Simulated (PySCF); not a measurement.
C6H8FO (doublet state).
Z-matrix (Å and degrees, GFN2-xTB geometry), rows numbered from 1:
```
C 
C   1  1.3775
C   2  1.4826  1  115.47
O   3  1.2031  2  124.63  1    -2.39
C   2  1.4024  1  124.76  3   179.81
C   5  1.4885  2  123.75  1   178.96
C   5  1.4982  2  117.93  1    -0.72
F   7  1.3696  5  113.09  2  -178.23
H   1  1.0728  2  123.71  3  -179.83
H   1  1.0753  2  118.34  3     0.22
H   3  1.1035  2  115.11  1   177.28
H   6  1.0916  5  111.00  2    62.44
H   6  1.0863  5  110.49  2  -177.64
H   6  1.0910  5  111.19  2   -57.33
H   7  1.0990  5  111.06  2   -58.80
H   7  1.0995  5  111.06  2    62.36
```

The hyperfine couplings belong to this conformer and change with its torsions.

Identity: `[CH2]/C(C=O)=C(/C)CF` [radical].

Method used: UKS B3LYP, pcH-1 on C F H O, non-relativistic, mean-field spin-orbit, GIAO (PySCF). Geometry: GFN2-xTB, one conformer, isolated molecule. Couplings are sensitive to structure, and on GFN2-xTB geometries they can be far from those on DFT ones. Stability of the SCF solution: not tested. ⟨S²⟩ is 0.784 where a pure state has 0.75.

Largest spin populations (Mulliken): C1 (+0.68), C5 (+0.63) and C2 (-0.25). The angles at C1 add up to 360.0°, so it is planar; its axial dipolar tensor and the negative couplings of its protons fit spin in a p orbital normal to that plane.

Question: Find Q in a(H) = Q·ρ(C) for the protons on the planar carbons that carry spin.

Answer: 
```tsv
H	C	ρ(C)	a(H) (G)	a/ρ (G)
H9	C1	+0.675	-14.17	-21.0
H10	C1	+0.675	-14.81	-21.9
```

These protons share one ρ (within 0.01), so their mean ratio, Q = -21.4 G, is no test of linearity.

Question: List the C–H protons on four-coordinate carbons next to a three-coordinate spin centre, with their couplings and θ (C–H bond against the normal to the plane of the centre's neighbours, projected along the bond that joins the two).

Answer: 
| β H | on | centre | θ (°) | cos²θ | a (G) |
| --- | --- | --- | --- | --- | --- |
| H12 | C6 | C5 | 28 | 0.78 | +28.35 |
| H13 | C6 | C5 | 88 | 0.00 | +0.73 |
| H14 | C6 | C5 | 32 | 0.71 | +25.99 |
| H15 | C7 | C5 | 31 | 0.73 | +20.70 |
| H16 | C7 | C5 | 27 | 0.79 | +21.83 |

Fitting the Heller–McConnell form a = ρ(B0 + B2 cos²θ), with Mulliken ρ = 0.63, gives B0 = 1.3 G and B2 = 49.0 G, with a largest miss of 3.4 G.

Question: What would the freely rotating methyl group on C6 show?

Answer: Three equal couplings, a 1:3:3:1 quartet. The mean of the three values of this geometry estimates the splitting: 18.4 G, or 51.4 MHz (three bonds 120° apart have a mean cos²θ of 1/2 at any torsion).

Couplings in gauss use g_iso = 2.0024.
